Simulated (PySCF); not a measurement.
C2H8FNSi2, SMILES N[SiH2]/C(F)=C\[SiH3].

Geometry optimised at TPSSh-D3(BJ)/def2-SVP. The structure was generated by enumeration; whether it is a known compound was not checked. The values are those of a single conformer.

Method: TPSSh-D3(BJ)/def2-SVP (PySCF 2.14.0).

Frequencies are harmonic and unscaled.

Computed vibrational spectrum:
| mode | ν (cm⁻¹) | IR (km/mol) | moving atoms (share of kinetic energy) |
|---|---|---|---|
| 1 | 39 | 1.5 | H 38 %, N 36 %, Si 17 % |
| 2 | 87 | 0.3 | H 72 %, Si 16 % |
| 3 | 135 | 4.2 | H 39 %, Si 34 %, N 11 %, C 9 % |
| 4 | 151 | 3.4 | H 29 %, Si 27 %, N 26 %, C 9 %, F 9 % |
| 5 | 179 | 1.4 | C 43 %, F 27 %, H 20 % |
| 6 | 205 | 18.1 | H 78 % |
| 7 | 282 | 0.6 | H 40 %, F 28 %, C 24 %, Si 8 % |
| 8 | 362 | 8.8 | Si 42 %, F 34 %, H 12 %, C 11 % |
| 9 | 423 | 185.5 | H 73 %, C 13 %, N 12 % |
| 10 | 460 | 55.5 | C 51 %, H 21 %, N 17 % |
| 11 | 537 | 36.1 | Si 39 %, C 23 %, F 19 %, H 18 % |
| 12 | 549 | 35.3 | H 75 %, Si 14 % |
| 13 | 663 | 26.2 | H 83 %, Si 10 % |
| 14 | 674 | 70.1 | H 68 %, C 19 %, Si 12 % |
| 15 | 766 | 22.8 | H 86 % |
| 16 | 829 | 33.5 | C 45 %, H 32 %, Si 12 % |
| 17 | 851 | 8.9 | N 41 %, H 33 %, Si 20 % |
| 18 | 857 | 34.6 | H 67 %, C 29 % |
| 19 | 904 | 301.3 | H 84 %, Si 13 % |
| 20 | 915 | 87.9 | H 82 %, N 10 % |
| 21 | 925 | 65.6 | H 82 %, Si 10 % |
| 22 | 955 | 280.3 | H 90 % |
| 23 | 961 | 62.6 | H 97 % |
| 24 | 965 | 32.1 | H 97 % |
| 25 | 1093 | 61.4 | C 50 %, F 27 %, H 21 % |
| 26 | 1251 | 45.2 | H 50 %, C 46 % |
| 27 | 1561 | 39.3 | H 90 %, N 10 % |
| 28 | 1647 | 81.3 | C 98 % |
| 29 | 2245 | 103.7 | H 96 % |
| 30 | 2247 | 55.6 | H 97 % |
| 31 | 2262 | 147.3 | H 97 % |
| 32 | 2269 | 97.9 | H 97 % |
| 33 | 2281 | 117.2 | H 96 % |
| 34 | 3125 | 2.3 | H 92 %, C 8 % |
| 35 | 3542 | 29.2 | H 96 % |
| 36 | 3635 | 28.0 | H 91 %, N 9 % |
